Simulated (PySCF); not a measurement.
PySCF input for Se(SH)(SMe) (CH₄S₂Se), SMILES S[Se]SC, PBE/pcSseg-1. Coordinates come from a PBE-D3(BJ)/def2-SVP optimisation. The structure was generated by enumeration, and PubChem lists no compound with its InChIKey, so it may never have been made. One conformer was computed; it need not be the lowest.

```python
import numpy as np
from pyscf import gto, scf, dft
from pyscf.prop.nmr import rks as nmr

mol = gto.M(
    atom='''
    Se    0.03506717    0.11718182    0.84813787
    S     0.39596712    2.00947046   -0.30831370
    H     1.76008038    2.00772137   -0.22061104
    S     0.24458911   -1.53184974   -0.61132846
    C    -1.36328986   -1.51100198   -1.48089660
    H    -2.20307513   -1.67551473   -0.77946033
    H    -1.32664094   -2.33974788   -2.21691404
    H    -1.49180867   -0.55256006   -2.02004795
    ''',
    basis='pcSseg-1',
    charge=0,
    spin=0,
    max_memory=1600,
    verbose=3,
)
mf = dft.RKS(mol, xc='pbe')
mf.grids.level = 3
mf.conv_tol = 1e-10
mf.max_cycle = 100
mf.kernel()
n = nmr.NMR(mf)
n.verbose = 2
n.max_cycle_cphf = 60
sigma = n.kernel()
print('atom   isotropic/ppm   span/ppm')
for i, s in enumerate(sigma):
    w = np.linalg.eigvalsh((s + s.T) / 2)
    print(f'{mol.atom_symbol(i):2s}{i + 1:3d} {w.mean():14.3f} {w[2] - w[0]:11.3f}')
```

Output:

```
converged SCF energy = -3237.4344461969
atom   isotropic/ppm   span/ppm
Se  1        670.632    1149.174
S   2        445.012     501.542
H   3         27.133      17.042
S   4        329.951     460.512
C   5        149.927      54.897
H   6         28.525      10.464
H   7         28.777      13.276
H   8         28.293      10.037
```

The calculation finished and met its thresholds.

Cost: roughly 26 core-seconds.
